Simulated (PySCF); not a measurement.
First SCF of a structure search on quartet Br₃, at a hand-made equilateral triangle geometry. PySCF input:

```python
from pyscf import gto, scf, dft
mol = gto.M(atom='''
Br     0.000000     1.316400     0.000000
Br     1.140000    -0.658200     0.000000
Br    -1.140000    -0.658200     0.000000''',
    basis={'Br': 'def2-TZVP'},
    charge=0, spin=3)
mf = dft.UKS(mol, xc='PBE0')
mf.grids.atom_grid = (50, 194)
aux = {'Br': 'def2-universal-JKFIT'}
mf = mf.density_fit(auxbasis=aux)
mf.conv_tol = 1e-08
mf.diis_space = 10
mf.max_cycle = 60
mf.init_guess = 'minao'
mf.verbose = 4
mf.kernel()
```

Excerpt of the output (cycles alone):

```
init E= -7719.0639552088
cycle= 1 E= -7721.35839623317  delta_E= -2.29  |g|= 0.351  |ddm|= 1.97
cycle= 2 E= -7721.36295967982  delta_E= -0.00456  |g|= 0.288  |ddm|= 0.402
cycle= 3 E= -7721.37837758269  delta_E= -0.0154  |g|= 0.0325  |ddm|= 0.199
cycle= 4 E= -7721.37887732246  delta_E= -0.0005  |g|= 0.0121  |ddm|= 0.0456
cycle= 5 E= -7721.37895138024  delta_E= -7.41e-05  |g|= 0.00126  |ddm|= 0.0133
cycle= 6 E= -7721.37895207122  delta_E= -6.91e-07  |g|= 0.000203  |ddm|= 0.00168
cycle= 7 E= -7721.37895209336  delta_E= -2.21e-08  |g|= 3.06e-05  |ddm|= 0.000406
cycle= 8 E= -7721.37895209414  delta_E= -7.88e-10  |g|= 6.37e-06  |ddm|= 6.83e-05
Extra cycle  E= -7721.37895209419  delta_E= -4.73e-11  |g|= 6.61e-06  |ddm|= 1.46e-05
converged SCF energy = -7721.37895209419  <S^2> = 3.7570322  2S+1 = 4.0035145
```

No lower solution of this spin was found from smeared starts or by a stability analysis within the unrestricted form.

The search for the lowest solution, 3 starts and the stability check together, took about 2.5 core-minutes on a shared host.
